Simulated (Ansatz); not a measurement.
Molecule: CH$_{2}$O (charge 0, singlet). 
Structure (B3LYP-D3(BJ)/def2-TZVP (Ansatz, a first-principles code) minimum search):
SMILES: [H]/[C-]=[O+]/[H]
```xyz
4

C      0.0143    -0.0006    -0.7408
O      0.0072     0.0056     0.5677
H      0.8875     0.2601     0.8874
H     -1.0303    -0.3017    -0.9843
```
Charge 0, spin multiplicity 1.

Parts of the frozen-core correlation energy in STO-3G (Ansatz, hartree). Frozen orbitals: 2; correlated occupied orbitals by spin: 6 and 6; virtual: 4 and 4. Spin-orbit coupling is left out. Non-relativistic. The restricted reference is unstable.

```csv
term,value
reference (HF),-112.27712
MP2 opposite-spin,-0.07323
MP2 same-spin,-0.01325
CCSD correlation,-0.11199
(T),-0.00398
FCI minus CCSD(T),-0.00064
T1 diagnostic,0.023
largest doubles amplitude,0.094
```
